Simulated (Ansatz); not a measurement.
Reaction: SiNH4 (SMILES N[SiH2], doublet) → SiNH4 (SMILES [NH][SiH3], doublet)
Each species at its own B3LYP-D3(BJ)/def2-TZVP minimum (Ansatz, a program for electronic structure).

Quantity: isomerisation energy (electronic), in kcal/mol. UHF or UKS for unpaired electrons; spin-orbit terms are left out. CBS(X,Y): correlation extrapolated as X^-3, Hartree-Fock from the larger set. A bracket is a step between two methods taken in the basis named. The functionals are non-relativistic, so their misses hold any scalar relativity. Double hybrids freeze cores in their MP2 part. '+ core + X2C': CCSD(T) terms for core correlation (cc-pwCVTZ, 1s frozen past Ne) and scalar relativity (cc-pVTZ-DK).

CCSD(T)/CBS(cc-pV(T+d)Z,cc-pV(Q+d)Z) + [CCSDT(Q) - CCSD(T)]/cc-pV(D+d)Z + core + X2C (Ansatz) gives 22.4 kcal/mol.

**Question.** How far off this value is PBE/def2-TZVPD (Ansatz), in which direction, and which of these levels come nearer: r2SCAN/def2-TZVPD, PBE0/def2-TZVPD, wB97M-V/def2-TZVPD, B2PLYP/def2-TZVPD, CCSD(T)/CBS(cc-pV(T+d)Z,cc-pV(Q+d)Z) + core + X2C?

**Answer.** PBE gives 24.8 kcal/mol, 2.4 kcal/mol above it. Differences of the others: r2SCAN/def2-TZVPD (Ansatz) -0.5; PBE0/def2-TZVPD (Ansatz) 0.9; wB97M-V/def2-TZVPD (Ansatz) -1.2; B2PLYP/def2-TZVPD (Ansatz) -0.4; CCSD(T)/CBS(cc-pV(T+d)Z,cc-pV(Q+d)Z) + core + X2C (Ansatz) 0.0 kcal/mol. Nearer than PBE: r2SCAN/def2-TZVPD, PBE0/def2-TZVPD, wB97M-V/def2-TZVPD, B2PLYP/def2-TZVPD, CCSD(T)/CBS(cc-pV(T+d)Z,cc-pV(Q+d)Z) + core + X2C.
